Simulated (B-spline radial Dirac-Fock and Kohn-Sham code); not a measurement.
## Widths and yields of inner-shell holes in Cu⁹⁺

System: Cu⁹⁺, configuration [Ar] 3d2.

Input file task.json (cfg lists n, l and occupation; rrms is the nuclear radius in fm):

```json
{"items": [{
  "Z": 29,
  "q": 9,
  "cfg": [[1, 0, 2], [2, 0, 2], [2, 1, 6], [3, 0, 2], [3, 1, 6], [3, 2, 2]],
  "A": 63,
  "rrms": 3.8823,
  "do": ["binding", "quiet", "decay"],
  "holes": ["K", "L1", "L2", "L3", "M1", "M2", "M3"]
}]}
```

Command: `python xray_run.py task.json out`

Calculated with a B-spline atomic structure program, using a relativistic independent-particle model: LDA orbitals of the hole state, radiative multipoles to third order, Auger rates from the Coulomb interaction with a continuum orbital, Dirac-Fock energies.

Partial widths are in eV. Coster-Kronig decay leaves a hole in the same principal shell; its rates are the weakest part of the model, often 1.5 to 2.5 times too large and more for N holes. Holes without an open Auger channel, or with an unreliable SCF state, are not listed.

```tsv
hole	radiative	Auger	Coster-Kronig	total	fluorescence yield	lifetime (fs)
K (1s)	0.685	0.852	0	1.54	?	?
L1 (2s)	0.00680	0.328	0	0.335	0.0203	1.97
L2 (2p1/2)	0.00247	0.428	0	0.430	0.00573	1.53
L3 (2p3/2)	0.00246	0.435	0	0.437	0.00562	1.51
```

Task: What are the fluorescence yield and the lifetime of the K (1s) hole?

Result: The yield is the radiative width over the total, 0.446, and the lifetime is ħ/Γ = 0.428 fs.
